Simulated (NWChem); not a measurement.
System: silicon dioxide molecule (SiO₂); SMILES O=[Si]=O

Here is an NWChem input.

```
start job
memory heap 200 mb stack 900 mb global 1100 mb
geometry units angstroms noautosym nocenter noautoz
  O      0.000000     0.000000    -1.505992
  Si     0.000000     0.000000     0.000000
  O      0.000000     0.000000     1.505992
end
basis spherical
  * library aug-cc-pvdz
end
dft
  xc b3lyp
  iterations 150
end
property
  response 1 0.0773
end
task dft property
```

Excerpt of the output:

```
             Northwest Computational Chemistry Package (NWChem) 7.3.0
             --------------------------------------------------------

                             Geometry "geometry" -> ""
                             -------------------------

 Output coordinates in angstroms (scale by  1.889725989 to convert to a.u.)

  No.       Tag          Charge          X              Y              Z
 ---- ---------------- ---------- -------------- -------------- --------------
    1 O                    8.0000     0.00000000     0.00000000    -1.50599200
    2 Si                  14.0000     0.00000000     0.00000000     0.00000000
    3 O                    8.0000     0.00000000     0.00000000     1.50599200

 Effective nuclear repulsion energy (a.u.)      89.9535825847

                              NWChem Property Module
                              ----------------------

                                 NWChem DFT Module
                                 -----------------

 Summary of "ao basis" -> "ao basis" (spherical)
 ------------------------------------------------------------------------------
       Tag                 Description            Shells   Functions and Types
 ---------------- ------------------------------  ------  ---------------------
 O                        aug-cc-pvdz                9       23   4s3p2d
 Si                       aug-cc-pvdz               11       27   5s4p2d

            General Information
            -------------------
          SCF calculation type: DFT
          Wavefunction type:  closed shell.
          No. of atoms     :     3
          No. of electrons :    30
           Alpha electrons :    15
            Beta electrons :    15
          Charge           :     0
          Spin multiplicity:     1
          Use of symmetry is: off; symmetry adaption is: off
          Maximum number of iterations: 150
          AO basis - number of functions:    73
                     number of shells:    29
          Convergence on energy requested:  1.00D-06
          Convergence on density requested:  1.00D-05
          Convergence on gradient requested:  5.00D-04

              XC Information
              --------------
                         B3LYP Method XC Potential
                     Hartree-Fock (Exact) Exchange  0.200
                        Slater Exchange Functional  0.800 local
                    Becke 1988 Exchange Functional  0.720 non-local
              Lee-Yang-Parr Correlation Functional  0.810
                  VWN I RPA Correlation Functional  0.190 local

             Grid Information
             ----------------
          Grid used for XC integration:  medium
          Radial quadrature: Mura-Knowles
          Angular quadrature: Lebedev.
          Tag              B.-S. Rad. Rad. Pts. Rad. Cut. Ang. Pts.
          ---              ---------- --------- --------- ---------
          O                   0.60       49          11.0       434
          Si                  1.10       88          11.0       590
          Grid pruning is: on
          Number of quadrature shells:   186
          Spatial weights used:  Erf1

      Superposition of Atomic Density Guess
      -------------------------------------

 Sum of atomic energies:        -438.36963129

      Non-variational initial energy
      ------------------------------

 Total energy =    -438.724681
 1-e energy   =    -785.022579
 2-e energy   =     256.344315
 HOMO         =      -0.505457
 LUMO         =      -0.136092

   convergence    iter        energy       DeltaE   RMS-Dens  Diis-err
 ---------------- ----- ----------------- --------- --------- ---------
 d= 0,ls=0.0,diis     1   -439.7916132861 -5.30D+02  3.30D-02  1.37D+00
 d= 0,ls=0.0,diis     2   -439.0626637781  7.29D-01  1.95D-02  8.23D+00
 d= 0,ls=0.0,diis     3   -439.9663239708 -9.04D-01  1.79D-03  8.97D-03
 d= 0,ls=0.0,diis     4   -439.9671332049 -8.09D-04  3.38D-04  1.12D-03
 d= 0,ls=0.0,diis     5   -439.9672541775 -1.21D-04  4.68D-05  1.00D-05
  Resetting Diis
 d= 0,ls=0.0,diis     6   -439.9672555120 -1.33D-06  7.06D-06  8.44D-08
 d= 0,ls=0.0,diis     7   -439.9672555268 -1.48D-08  1.33D-06  3.19D-09

         Total DFT energy =     -439.967255526778
      One electron energy =     -786.508990129495
           Coulomb energy =      294.692553940687
    Exchange-Corr. energy =      -38.104401922687
 Nuclear repulsion energy =       89.953582584717

 Numeric. integr. density =       30.000000404067

                       DFT Final Molecular Orbital Analysis
                       ------------------------------------

 Vector   13  Occ=2.000000D+00  E=-3.988071D-01
              MO Center=  7.8D-10, -9.4D-10,  6.1D-06, r^2= 2.5D+00
   Bfn.  Coefficient  Atom+Function         Bfn.  Coefficient  Atom+Function
  ----- ------------  ---------------      ----- ------------  ---------------
     6      0.336659  1 O  py                56      0.336661  3 O  py
    33      0.249440  2 Si py                 9      0.225808  1 O  py
    59      0.225809  3 O  py                 5     -0.169511  1 O  px
    55     -0.169512  3 O  px                32     -0.125596  2 Si px
     8     -0.113697  1 O  px                58     -0.113697  3 O  px

 Vector   14  Occ=2.000000D+00  E=-3.563313D-01
              MO Center= -2.1D-10, -1.6D-10, -5.9D-06, r^2= 2.7D+00
   Bfn.  Coefficient  Atom+Function         Bfn.  Coefficient  Atom+Function
  ----- ------------  ---------------      ----- ------------  ---------------
     5      0.333964  1 O  px                55     -0.333963  3 O  px
     6      0.284554  1 O  py                56     -0.284553  3 O  py
     8      0.202191  1 O  px                58     -0.202190  3 O  px
     9      0.172277  1 O  py                59     -0.172276  3 O  py
    44      0.123983  2 Si d  1              42     -0.105640  2 Si d -1

 Vector   15  Occ=2.000000D+00  E=-3.563313D-01
              MO Center=  4.2D-10, -2.8D-10, -5.9D-06, r^2= 2.7D+00
   Bfn.  Coefficient  Atom+Function         Bfn.  Coefficient  Atom+Function
  ----- ------------  ---------------      ----- ------------  ---------------
     6      0.333964  1 O  py                56     -0.333963  3 O  py
     5     -0.284554  1 O  px                55      0.284553  3 O  px
     9      0.202191  1 O  py                59     -0.202190  3 O  py
     8     -0.172277  1 O  px                58      0.172276  3 O  px
    42     -0.123983  2 Si d -1              44     -0.105640  2 Si d  1

 Vector   16  Occ=0.000000D+00  E=-1.349508D-01
              MO Center=  2.7D-09,  3.6D-09, -1.3D-07, r^2= 3.2D+00
   Bfn.  Coefficient  Atom+Function         Bfn.  Coefficient  Atom+Function
  ----- ------------  ---------------      ----- ------------  ---------------
    43      0.317230  2 Si d  0              28     -0.291836  2 Si s
    26     -0.285194  2 Si s                  7      0.279613  1 O  pz
    57     -0.279613  3 O  pz                27     -0.199219  2 Si s
     4     -0.150413  1 O  s                 54     -0.150413  3 O  s
    10      0.139815  1 O  pz                60     -0.139815  3 O  pz

 Vector   17  Occ=0.000000D+00  E=-4.025193D-02
              MO Center= -2.9D-09, -4.6D-09, -3.1D-08, r^2= 4.0D+00
   Bfn.  Coefficient  Atom+Function         Bfn.  Coefficient  Atom+Function
  ----- ------------  ---------------      ----- ------------  ---------------
    36      0.551001  2 Si py                35      0.518273  2 Si px
    33      0.314949  2 Si py                32      0.296242  2 Si px
    39      0.266130  2 Si py                38      0.250323  2 Si px
     6     -0.210520  1 O  py                56     -0.210520  3 O  py
     5     -0.198016  1 O  px                55     -0.198016  3 O  px

 Vector   18  Occ=0.000000D+00  E=-4.025193D-02
              MO Center=  6.2D-09, -4.7D-09, -3.2D-08, r^2= 4.0D+00
   Bfn.  Coefficient  Atom+Function         Bfn.  Coefficient  Atom+Function
  ----- ------------  ---------------      ----- ------------  ---------------
    35      0.551001  2 Si px                36     -0.518273  2 Si py
    32      0.314949  2 Si px                33     -0.296242  2 Si py
    38      0.266130  2 Si px                39     -0.250323  2 Si py
     5     -0.210520  1 O  px                55     -0.210520  3 O  px
     6      0.198016  1 O  py                56      0.198016  3 O  py

     Multipole analysis of the density
     ---------------------------------

     L   x y z        total         alpha         beta         nuclear
     -   - - -        -----         -----         ----         -------
     0   0 0 0     -0.000000    -15.000000    -15.000000     30.000000

     1   1 0 0     -0.000000     -0.000000     -0.000000      0.000000
     1   0 1 0      0.000000      0.000000      0.000000      0.000000
     1   0 0 1     -0.000003     -0.000001     -0.000001      0.000000

     2   2 0 0    -15.164706     -7.582353     -7.582353      0.000000
     2   1 1 0     -0.000000     -0.000000     -0.000000      0.000000
     2   1 0 1     -0.000000     -0.000000     -0.000000      0.000000
     2   0 2 0    -15.164706     -7.582353     -7.582353      0.000000
     2   0 1 1      0.000000      0.000000      0.000000      0.000000
     2   0 0 2    -24.027536    -76.807499    -76.807499    129.587462

[...]

 DFT Linear Response polarizability / au
 Frequency  =       0.0773000 / au
 Wavelength =     589.4353558 / nm
              X              Y              Z
 -----------------------------------------------
 X      24.7095739      0.0000000      0.0000001
 Y       0.0000000     24.7095739     -0.0000000
 Z       0.0000006     -0.0000001     40.9737250
 -----------------------------------------------
 Eigenvalues =      24.7095739     24.7095739     40.9737250
 Isotropic   =      30.1309576
 Anisotropic =      16.2641511
 -----------------------------------------------

 Magnetic Dipole Response Matrix (nonzero elements):

 Exiting AOResponse driver routine
```

Level: B3LYP/aug-cc-pVDZ. The geometry was optimised at PBE0-D3(BJ)/def2-TZVP. B3LYP is NWChem's, with the RPA form of VWN correlation.
